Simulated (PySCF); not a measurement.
1-fluoro-1-methoxycyclopropane (C4H7FO), SMILES C1C(F)(OC)C1.

Coordinates come from a B3LYP-D3(BJ)/def2-SVP optimisation. The values are those of a single conformer.

The numbers are results of PBE/def2-TZVP (PySCF), not measurements.

Isolated molecule, no solvent.

Problem. Estimate the frontier levels, gap, dipole moment and polarisability. (Estimate from the structure and the level; the computed values follow.)

Solution. 
```
Item                                                                                                            Value
---------------------------------------------------------------------------------------------  ----------------------
highest occupied level                                                                                       -6.25 eV
lowest empty level                                                                                            0.64 eV
orbital gap                                                                                                   6.88 eV
dipole moment                                                                                                  1.55 D
quadrupole, principal values (traceless, Buckingham form, about the centre of nuclear charge)  -3.37, -2.15, 5.52 D·Å
mean static polarisability                                                                       53.4 bohr³ (7.91 Å³)
polarisability, principal values                                                               48.0, 50.3, 61.8 bohr³
```
